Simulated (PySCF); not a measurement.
Compound: C4H6GeO2.
Structure used (PBE0-D3(BJ)/def2-SVP), in Å, numbered top down from 1:
```xyz
13
C4H6GeO2 angstrom
Ge     1.878   -0.332   -0.543
O      0.297   -0.830   -1.243
C     -0.876   -0.434   -0.722
C     -2.150   -0.820   -1.253
C     -3.075   -0.221   -0.453
O     -2.482    0.494    0.516
C     -1.140    0.369    0.358
H      1.970    1.203   -0.602
H      1.937   -0.831    0.911
H      2.900   -1.022   -1.449
H     -2.324   -1.459   -2.115
H     -4.163   -0.217   -0.457
H     -0.515    0.897    1.073
```

Computed with PySCF at CAM-B3LYP/def2-SVPD, non-relativistic, on one gas-phase PBE0-D3(BJ)/def2-SVP geometry that isn't relaxed in the solvent. The solvent is an IEF-PCM continuum (Bondi radii, 1.10 Å for H, scaled by 1.2), and excitations are vertical TDDFT with non-equilibrium linear response and a frozen core. Specific hydrogen bonds and non-electrostatic terms are outside this model. Spin–orbit coupling is left out although an atom past zinc is present.

Gas-phase singlets (H = HOMO, L = LUMO):

```
state  E (eV)  λ (nm)      f  leading configuration
   S1   5.415     229  0.000                H→L 65%
   S2   5.907     210  0.007              H→L+1 67%
   S3   5.949     208  0.099              H→L+2 96%
   S4   6.617     187  0.007              H→L+3 72%
   S5   6.648     187  0.000              H→L+4 82%
```

Task: Give the list for tetrahydrofuran (ε = 7.426), n² = 1.97.

Result: 
| state | E (eV) | λ (nm) | f | leading configuration | change by rank (eV) |
| --- | --- | --- | --- | --- | --- |
| S1 | 5.620 | 221 | 0.001 | H→L 77% | +0.205 |
| S2 | 5.866 | 211 | 0.131 | H→L+2 97% | -0.041 |
| S3 | 6.092 | 204 | 0.008 | H→L+1 67% | +0.143 |
| S4 | 6.703 | 185 | 0.013 | H→L+3 69% | +0.086 |
| S5 | 6.771 | 183 | 0.044 | H-1→L+2 67% | +0.123 |

Task: What are the lowest 5 singlets in dichloromethane (ε = 8.93)?

Result: 
```
state  E (eV)  λ (nm)      f  leading configuration  change by rank (eV)
   S1   5.627     220  0.001                H→L 78%               +0.212
   S2   5.863     211  0.132              H→L+2 97%               -0.044
   S3   6.098     203  0.007              H→L+1 68%               +0.149
   S4   6.708     185  0.014              H→L+3 69%               +0.091
   S5   6.771     183  0.045            H-1→L+2 67%               +0.123
```

Task: The ground-state energy changes by -0.156 eV from gas to dichloromethane. By how much does the total energy of gas-phase S1 change?

Result: E(S1) = E(S0) + excitation energy, so it changes by -0.156 + 0.212 = +0.056 eV: it isn't lowered at all, while the ground state is. This is the vertical state, with the slow part of the continuum still set for S0.

Task: How do the frontier levels move from gas to dichloromethane?

Result: 
```tsv
orbital	gas (eV)	solvent (eV)	change (eV)
LUMO+2	1.41	1.34	-0.07
LUMO+1	0.85	1.01	+0.16
LUMO	0.63	0.90	+0.27
HOMO	-7.53	-7.62	-0.09
HOMO-1	-8.69	-8.80	-0.11
HOMO-2	-10.50	-10.51	-0.01
HOMO-3	-11.13	-10.96	+0.17
```

The HOMO–LUMO gap goes from 8.17 to 8.51 eV.

Cost: about 70 s of CPU time on one thread; the machine was shared, so the figure is rough. This is the whole response run at CAM-B3LYP/def2-SVPD in dichloromethane, SCF included.
